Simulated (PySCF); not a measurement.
Si(H)3(SeH) (H4SeSi), SMILES [SiH3][SeH].

Coordinates come from a PBE0-D3(BJ)/def2-TZVP optimisation.

These are HF/def2-TZVPD (PySCF) values and carry that method's errors.

Isolated molecule, no solvent.

Computed frontier levels, gap, dipole moment and polarisability:
```
Quantity                                                                                                       Result
---------------------------------------------------------------------------------------------  ----------------------
highest occupied level                                                                                       -9.68 eV
lowest empty level                                                                                            1.42 eV
orbital gap                                                                                                  11.10 eV
dipole moment                                                                                                  1.08 D
quadrupole, principal values (traceless, Buckingham form, about the centre of nuclear charge)  -3.30, -0.22, 3.53 D·Å
mean static polarisability                                                                       55.7 bohr³ (8.26 Å³)
polarisability, principal values                                                               49.9, 50.6, 66.7 bohr³
```
